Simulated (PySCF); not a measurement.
2-hydroxy-3H-oxaborole (C₃H₅BO₂), SMILES OB1CC=CO1. The structure is a stationary point at PBE0-D3(BJ)/def2-SVP. One conformer was computed; it need not be the lowest.

Method: PBE0-D3(BJ)/def2-SVP in PySCF.

Harmonic wavenumbers (cm⁻¹): 177, 369, 373, 502, 539, 579, 738, 786, 840, 860, 941, 958, 975, 1091, 1104, 1180, 1207, 1273, 1378, 1394, 1510, 1703, 3052, 3094, 3240, 3265, 3945. Rotational constants (GHz): 7.855, 3.475, 2.446; symmetry number 1.

Question: Work out the zero-point energy and the ideal-gas rigid-rotor harmonic-oscillator thermochemistry at 298.15 K and 1 atm.

Answer: ZPE = ½ Σ hcν = ½ × 37073 cm⁻¹ = 53.00 kcal/mol. H − E(el) = 56.89 kcal/mol. Entropy in cal/(mol K): translation 39.19, rotation 25.98, vibration 7.67, total 72.84. G − E(el) = 35.17 kcal/mol. Cp = 21.70 cal/(mol K).
